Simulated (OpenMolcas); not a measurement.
Ti3+ (d1) in a complex was computed by SS-CASPT2, IPEA 0.25 Eh, imaginary shift 0.1 Eh with the d shell active (OpenMolcas, ANO-RCC-VTZP on the metal). Its lowest spin-free states, and all those of the highest spin:

| 2S+1 | Degeneracy | E (cm-1) |
| --- | --- | --- |
| 2 | 1 | 0 |
| 2 | 2 | 2950 |
| 2 | 2 | 12940 |

Task: Is the site octahedral, tetrahedral or cube-like, axial, or of lower symmetry?

Result: The states with 2S+1 = 2 have orbital degeneracies 1, 2, 2. There are pairs but no triples, so the site is axial: not cubic, but with a proper or improper axis of order three or more. The run had Ti3+ with 3 ligands (chloride) in trigonal planar coordination (D3h) at 2.28 Å. Ligand basis ANO-RCC-VDZP.

Roots that are degenerate in the reference are averaged as groups; the widest CASPT2 spread within a group is 74 cm-1 (the 2-fold group of multiplicity 2 near 12900 cm-1 above the lowest state of its run). Shifts and gaps below about the spread of the groups concerned are not significant. Ligand-to-metal charge-transfer states are missing. The distance lies 2 % over the 2.23 Å that this model takes as the normal distance (a Shannon-type radius plus a fixed donor radius); by an R⁻⁵ law this alone changes a d-shell field by about -10 %. No measured value stands beside these numbers; the geometry was imposed, not optimised, and the real ion may take another.
